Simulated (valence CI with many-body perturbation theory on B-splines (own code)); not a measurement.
**Cd XXXIV: electric-dipole lines**

Calculated by configuration interaction combined with many-body perturbation theory (CI+MBPT): five valence electrons over a frozen Dirac-Fock core [Ne], radial functions for each j: 11 s, 11 p, 10 d, 8 f, 5 g, 2 h, with the one-electron correlation potential Σ1, the two-electron term Σ2, the three-electron term Σ3, Breit, model QED; selected CI, second order for the rest, scaled by the run's own slope (own B-spline code, finite nucleus).

The last digits are not significant, and no measured levels were compared; by estimate large intervals hold to a few tenths of a per cent, small ones and those within an open d or f shell to about a per cent. Among the levels kept, up to 4200 cm⁻¹ of a level comes from second order outside the variational space, and about a tenth of that is noise between levels of different J, which matters for small intervals.

Lines 101 to 150 of 583 in falling wavelength, among levels below 3348.2 × 10³ cm⁻¹, chosen from the strongest by gf and those to the six lowest levels. Wavelengths and rates use the calculated energies. Electric multipoles are in the length gauge, E1 and E2 with the static RPA response of the core. Weak lines are less certain than strong ones. Lines between different terms over intervals too small for the method are left out, as are lines whose strength nearly cancels. Where a level lies close to another of its J and parity, the split of strength between their lines is uncertain. The highest levels of a list are the least certain.

Levels are named by their leading jj configuration (3d3/2^4 stands for four electrons in 3d with j = 3/2), which in mixed levels can hold well under half, so a name can repeat and another be missing. Letters in brackets count levels of one name in rising energy.

```
λ vac (Å)                               Upper                               Lower   A (s⁻¹)  log gf  Branch %
    86.07  (3s^2 3p1/2 3p3/2 3d3/2) J=1/2 [b]          (3s^2 3p1/2 3p3/2^2) J=1/2  1.45e+09   -2.49       0.4
    85.90        (3s 3p3/2^3 3d5/2) J=7/2 [a]          (3s^2 3p3/2^2 3d5/2) J=7/2  1.72e+10   -0.82      14.4
    85.85  (3s^2 3p1/2 3d3/2 3d5/2) J=7/2 [a]      (3s^2 3p1/2 3p3/2 3d3/2) J=7/2  1.64e+10   -0.84      15.7
    85.80  (3s 3p1/2 3p3/2^2 3d3/2) J=5/2 [b]  (3s^2 3p1/2 3p3/2 3d3/2) J=3/2 [a]  8.38e+09   -1.26       3.3
    85.80  (3s 3p1/2 3p3/2^2 3d5/2) J=7/2 [e]  (3s^2 3p1/2 3p3/2 3d3/2) J=5/2 [b]  3.72e+10   -0.48      19.1
    85.61  (3s^2 3p3/2 3d3/2 3d5/2) J=7/2 [c]      (3s^2 3p3/2^2 3d5/2) J=5/2 [a]  9.48e+09   -1.08       2.2
    85.59  (3s 3p1/2 3p3/2^2 3d5/2) J=3/2 [f]  (3s^2 3p1/2 3p3/2 3d5/2) J=5/2 [b]  3.44e+10   -0.82      13.8
    85.56  (3s^2 3p3/2 3d3/2 3d5/2) J=5/2 [e]      (3s^2 3p3/2^2 3d5/2) J=5/2 [b]  1.10e+10   -1.14       1.9
    85.51      (3s 3p1/2^2 3d3/2 3d5/2) J=9/2      (3s 3p1/2^2 3p3/2 3d5/2) J=9/2  6.63e+09   -1.14      10.6
    85.47  (3s 3p1/2 3p3/2^2 3d3/2) J=1/2 [d]  (3s^2 3p1/2 3p3/2 3d3/2) J=1/2 [b]  7.01e+10   -0.81      18.7
    85.33      (3s 3p1/2^2 3d3/2 3d5/2) J=7/2  (3s 3p1/2^2 3p3/2 3d3/2) J=5/2 [a]  1.80e+10   -0.80      63.1
    84.89             (3p1/2^2 3p3/2^3) J=3/2          (3s 3p1/2^2 3p3/2^2) J=5/2  1.37e+10   -1.23      33.4
    84.74  (3s 3p1/2 3p3/2^2 3d3/2) J=3/2 [c]  (3s^2 3p1/2 3p3/2 3d3/2) J=5/2 [a]  3.02e+10   -0.89      14.7
    84.73        (3s 3p3/2^3 3d5/2) J=7/2 [b]      (3s^2 3p3/2^2 3d5/2) J=5/2 [a]  1.40e+10   -0.92       4.6
    84.72  (3s 3p1/2^2 3p3/2 3d5/2) J=5/2 [a]          (3s 3p1/2^2 3p3/2^2) J=5/2  2.06e+10   -0.88      67.2
    84.65  (3s 3p1/2 3p3/2^2 3d5/2) J=3/2 [f]  (3s^2 3p1/2 3p3/2 3d5/2) J=3/2 [b]  2.82e+10   -0.92      11.3
    84.63          (3s 3p1/2^2 3p3/2^2) J=3/2          (3s^2 3p1/2^2 3p3/2) J=3/2  5.40e+10   -0.63      87.9
    84.56  (3s 3p1/2 3p3/2^2 3d5/2) J=3/2 [c]            (3s 3p1/2 3p3/2^3) J=1/2  1.84e+10   -1.10       6.7
    84.48      (3s^2 3p1/2 3d3/2 3d5/2) J=9/2  (3s^2 3p1/2 3p3/2 3d5/2) J=7/2 [a]  6.48e+09   -1.16       6.6
    84.24        (3s 3p3/2^3 3d3/2) J=1/2 [a]  (3s^2 3p1/2 3p3/2 3d5/2) J=3/2 [c]  2.93e+10   -1.21       7.4
    84.21  (3s 3p1/2^2 3p3/2 3d5/2) J=5/2 [b]          (3s^2 3p1/2^2 3d5/2) J=5/2  2.99e+10   -0.72      25.9
    84.19  (3s 3p1/2 3p3/2^2 3d5/2) J=5/2 [f]  (3s^2 3p1/2 3p3/2 3d5/2) J=3/2 [c]  1.15e+10   -1.14       4.0
    84.18  (3s 3p1/2^2 3d3/2 3d5/2) J=5/2 [a]  (3s 3p1/2^2 3p3/2 3d3/2) J=3/2 [a]  1.33e+10   -1.07      34.5
    84.08  (3s 3p1/2 3p3/2^2 3d3/2) J=5/2 [e]  (3s^2 3p1/2 3p3/2 3d3/2) J=5/2 [b]  6.76e+10   -0.37      21.9
    84.04  (3s 3p1/2 3p3/2^2 3d3/2) J=3/2 [f]  (3s^2 3p1/2 3p3/2 3d3/2) J=1/2 [b]  3.16e+10   -0.87       7.2
    84.02  (3s 3p1/2 3p3/2^2 3d5/2) J=5/2 [a]      (3s^2 3p1/2 3p3/2 3d3/2) J=7/2  1.25e+10   -1.10      12.7
    84.02  (3s 3p1/2 3p3/2^2 3d5/2) J=3/2 [d]            (3s 3p1/2 3p3/2^3) J=1/2  1.66e+10   -1.15       6.1
    83.88      (3s 3p1/2^2 3p3/2 3d5/2) J=3/2          (3s^2 3p1/2^2 3d5/2) J=5/2  5.06e+10   -0.67      51.2
    83.87            (3s 3p3/2^3 3d3/2) J=3/2      (3s^2 3p1/2 3p3/2 3d5/2) J=1/2  5.26e+10   -0.65      13.8
    83.81  (3s^2 3p3/2 3d3/2 3d5/2) J=5/2 [e]          (3s^2 3p3/2^2 3d5/2) J=3/2  5.02e+10   -0.50       8.8
    83.80  (3s 3p1/2 3p3/2^2 3d3/2) J=3/2 [d]  (3s^2 3p1/2 3p3/2 3d3/2) J=3/2 [a]  1.38e+10   -1.23       6.8
    83.71      (3s^2 3p1/2 3d5/2^2) J=9/2 [b]  (3s^2 3p1/2 3p3/2 3d5/2) J=7/2 [b]  1.14e+11    0.08      94.5
    83.62  (3s 3p1/2 3p3/2^2 3d3/2) J=3/2 [d]  (3s^2 3p1/2 3p3/2 3d3/2) J=5/2 [a]  1.38e+10   -1.24       6.8
    83.60          (3s^2 3p1/2^2 3d5/2) J=5/2          (3s^2 3p1/2^2 3p3/2) J=3/2  3.98e+10   -0.60      96.8
    83.49  (3s 3p1/2 3p3/2^2 3d5/2) J=5/2 [d]  (3s^2 3p1/2 3p3/2 3d5/2) J=3/2 [a]  2.98e+10   -0.73      13.0
    83.45  (3s 3p1/2 3p3/2^2 3d5/2) J=5/2 [f]  (3s^2 3p1/2 3p3/2 3d5/2) J=5/2 [b]  8.15e+10   -0.29      28.1
    83.38  (3s^2 3p1/2 3p3/2 3d3/2) J=3/2 [b]          (3s^2 3p1/2 3p3/2^2) J=5/2  6.43e+09   -1.57       1.4
    83.37      (3s^2 3p3/2 3d5/2^2) J=7/2 [a]          (3s^2 3p3/2^2 3d3/2) J=7/2  5.70e+10   -0.32      16.3
    83.25  (3s^2 3p3/2 3d3/2 3d5/2) J=5/2 [d]      (3s^2 3p3/2^2 3d5/2) J=5/2 [a]  1.08e+10   -1.17       2.5
    83.23  (3s^2 3p3/2 3d3/2 3d5/2) J=5/2 [d]      (3s^2 3p3/2^2 3d3/2) J=3/2 [b]  2.07e+10   -0.89       4.8
    83.20  (3s 3p1/2^2 3p3/2 3d5/2) J=5/2 [b]          (3s 3p1/2^2 3p3/2^2) J=3/2  5.25e+10   -0.49      45.4
    83.15  (3s^2 3p3/2 3d3/2 3d5/2) J=3/2 [a]          (3s^2 3p3/2^2 3d3/2) J=5/2  2.37e+10   -1.01       4.1
    83.15  (3s 3p1/2 3p3/2^2 3d5/2) J=5/2 [d]  (3s^2 3p1/2 3p3/2 3d5/2) J=5/2 [a]  2.17e+10   -0.87       9.4
    83.12  (3s 3p1/2 3p3/2^2 3d5/2) J=5/2 [b]  (3s^2 3p1/2 3p3/2 3d5/2) J=7/2 [a]  4.05e+10   -0.60      49.1
    83.11  (3s^2 3p1/2 3d3/2 3d5/2) J=7/2 [b]  (3s^2 3p1/2 3p3/2 3d5/2) J=5/2 [b]  1.41e+11    0.07      45.7
    83.10            (3s 3p1/2 3p3/2^3) J=1/2          (3s^2 3p1/2 3p3/2^2) J=3/2  4.14e+10   -1.07      31.3
    83.07  (3s^2 3p3/2 3d3/2 3d5/2) J=5/2 [c]          (3s^2 3p3/2^2 3d3/2) J=7/2  4.54e+10   -0.55      10.7
    82.94  (3s 3p1/2 3p3/2^2 3d5/2) J=5/2 [e]  (3s^2 3p1/2 3p3/2 3d5/2) J=7/2 [b]  1.06e+10   -1.18       4.2
    82.89          (3s^2 3p1/2 3d5/2^2) J=7/2  (3s^2 3p1/2 3p3/2 3d5/2) J=7/2 [b]  1.65e+10   -0.87       4.9
    82.78  (3s^2 3p3/2 3d3/2 3d5/2) J=3/2 [a]          (3s^2 3p3/2^2 3d3/2) J=1/2  3.29e+10   -0.87       5.7
```
